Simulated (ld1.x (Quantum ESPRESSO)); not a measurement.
# Configuration tests for N (TM)

```
Element                 : nitrogen
Generator               : ld1.x (Quantum ESPRESSO) 7.5
Type                    : norm-conserving Troullier–Martins (Kleinman–Bylander form)
Functional              : PBEsol
Relativity              : scalar-relativistic
Frozen core             : [He]
Valence charge          : 5
Reference configuration : 2s2 2p2 (charge +1)
Partial waves           : 2s (bound): rc 1.10 bohr; 2p (bound): rc 1.30 bohr; 3d channel at 0.1 Ry: rc 1.10 bohr
Local potential         : all-electron potential smoothed inside 1.00 bohr (lloc = -1)
Core correction         : Bessel-smoothed model core inside 0.78 bohr
```

Energies are relative to the spin-unpolarised reference configuration 2s2 2p2; without spin polarisation the order of configurations can differ from experiment.

```tsv
valence configuration	charge	ΔE all-electron (eV)	error AE − PS (meV)
2s2 2p3	0	-13.521	+6.3
2s2 2p0	+3	75.622	+242
2s1 2p3	+1	11.715	+11
2s0 2p5	0	9.375	+64
2s2 2p3.3	-0.3	-15.125	+7.7
```

What are ΔE and the potential's error for 2s2 2p1?

ΔE = 28.737 eV all-electron; the error (AE − PS) is +30 meV.

What are ΔE and the potential's error for 2s1 2p0?

ΔE = 153.139 eV all-electron; the error (AE − PS) is +450 meV.

Levels in the configuration 2s2 2p3.3:

| level | all-electron (eV) | pseudo (eV) |
| --- | --- | --- |
| 2s | -15.002 | -14.990 |
| 2p | -3.725 | -3.728 |
